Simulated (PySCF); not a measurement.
CH5AlF2O2Si, SMILES F[SiH](F)[CH2][Al]([OH])[OH]. Atoms are numbered in the order given.

```xyz
12

Si     1.4990     0.3896     0.1718
F      1.7925     1.5684     1.2373
F      0.4288    -0.6461     1.0132
C      0.3613     0.7750    -1.1911
Al    -1.0706    -0.3968    -0.4545
O     -1.1569    -1.9568    -1.1443
O     -2.3248     0.3954     0.3873
H      2.7323    -0.4024     0.0040
H      0.7230     0.4486    -2.1777
H      0.0659     1.8346    -1.2266
H     -1.8018    -2.6433    -0.9604
H     -3.0924     0.0070     0.8121
```

The structure is a stationary point at B3LYP-D3(BJ)/def2-SVP. The structure was generated by enumeration; whether it is a known compound was not checked. One conformer was computed; it need not be the lowest.

Two levels are set side by side: PBE/pcSseg-1 (PySCF) and PBE0/pcSseg-1 (PySCF). GIAO shifts against CFCl3 (¹⁹F), H2O (¹⁷O), TMS (²⁹Si), TMS (¹H), TMS (¹³C) at the same level; non-relativistic, no solvent, atoms listed together averaged. Differences are taken from unrounded values.

```csv
quantity,PBE0,PBE,PBE minus PBE0
δ(²⁹Si) of Si1 (ppm),25.2,26.3,1.1
δ(¹⁹F) of F2 (ppm),-150.5,-164.9,-14.4
δ(¹⁹F) of F3 (ppm),-101.7,-112.9,-11.2
δ(¹³C) of C4 (ppm),-4.4,-2.9,1.5
"δ(¹⁷O) of O6, O7 (ppm)",24.3,32.8,8.5
δ(¹H) of H8 (ppm),5.59,5.85,0.26
```

Rough cost on one machine, each run with all the roots and properties that it gave: PBE0 against PBE within a factor of 2.
